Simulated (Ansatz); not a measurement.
A nudged elastic band was laid between two geometries of BrClGaH3 (6 atoms, charge 0, multiplicity 1).

Theory: RKS PBE/def2-SVP in Ansatz 0.2.0.

| Quantity | Value |
| --- | --- |
| movable images | 1 |
| climbing image | no |
| spring | 5.0 eV/Å² |
| optimiser | quadratic models (default) |
| start path | through a guess of the saddle point |
| force threshold | 0.05 eV/Å |
| iteration limit | 60 |
| end points | relaxed |

Initial state:

```xyz
6
Properties=species:S:1:pos:R:3
Ga 0.007 -0.031 0.046
Cl 0.002 0.380 2.266
H 1.438 0.095 -0.581
H -1.432 0.006 -0.571
Br 0.095 -2.747 0.886
H 0.068 -1.744 1.980
```

Final state:

```xyz
6
Properties=species:S:1:pos:R:3
Ga 0.019 -0.423 -0.174
Cl 0.011 0.126 2.468
H 1.436 0.128 -0.554
H -1.432 0.038 -0.544
Br 0.093 -2.708 0.558
H 0.052 -1.202 2.273
```

Task: What changes between the two ends?

Result: Bonds broken: Br5–H6. Bonds formed: Cl2–H6.

Task: Give the energies along the band, and the barrier.

Result: It converged. The highest image is number 1 of 0 to 2, 0.002 eV above the first end and 0.092 eV above the last; the last end lies 0.090 eV below the first. The top lies less than 8 meV above the higher end, about what the thresholds resolve: that end is a shoulder or a very shallow well. No image climbed, so the highest image needn't sit at the top of the path. A band with more images between the same ends climbed to 0.08 eV, so this one has probably stepped over the top. So few images can step over the top or miss a turn of the path. The orbitals stay closed-shell, which can raise the energy where a bond breaks towards radicals; this wasn't checked here.

| image | path coordinate (Å) | energy (eV) | Br5–H6 (Å) | Cl2–H6 (Å) |
| --- | --- | --- | --- | --- |
| 0 | 0.00 | 0.000 | 1.48 | 2.14 |
| 1 | 0.49 | 0.002 | 1.74 | 1.58 |
| 2 | 0.99 | -0.090 | 2.28 | 1.34 |

Task: What is the geometry of the highest image?

Result: 
```xyz
6
Properties=species:S:1:pos:R:3
Ga 0.014 -0.240 -0.038
Cl 0.011 0.139 2.349
H 1.448 0.107 -0.560
H -1.441 0.022 -0.550
Br 0.090 -2.665 0.815
H 0.056 -1.405 2.010
```

The band took 5 iterations and about 19 core-seconds.

Time of the run: 9.8 s on 2 threads of Intel(R) Xeon(R) Platinum 8488C (Sapphire Rapids), with other jobs on the host, peak memory 0.16 GiB.
